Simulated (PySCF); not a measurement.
**Multinuclear NMR of 1,2,4,5-tetrafluorobenzene**

Atom-mapped SMILES (the numbers label the heavy atoms): `[F:1][c:2]1[cH:3][c:4]([F:5])[c:6]([F:7])[cH:8][c:9]1[F:10]` (H(Xn): hydrogen on atom n).

How the numbers were obtained: shieldings: GIAO PBE0/pcSseg-1, GFN2-xTB geometry, in PySCF 2.14.0 with density-fitted response routines (one averaged value for each set of equivalent atoms, in vacuum, non-relativistic, one conformer).

Where does ¹⁹F resonate?

## Answers


```csv
atoms,environment,σ (ppm),δ (ppm)
F1/F5/F7/F10,aryl fluorine,316.9,-139.9
```

Shieldings were converted by a linear fit to measured shifts: ¹⁹F: δ = 146.13 − 0.903σ +14.6 on sp3 carbon (rms 6.0 ppm, 223 shifts, 7.0 ppm with the 5 outliers that the fit left out vs CFCl3, solution or neat liquid). Occasional misses reach two or three times the rms, and more in compound classes unlike the fitted ones.

On a 400 MHz spectrometer ¹⁹F resonates near 376.4 MHz, so 1 ppm is 376.4 Hz.
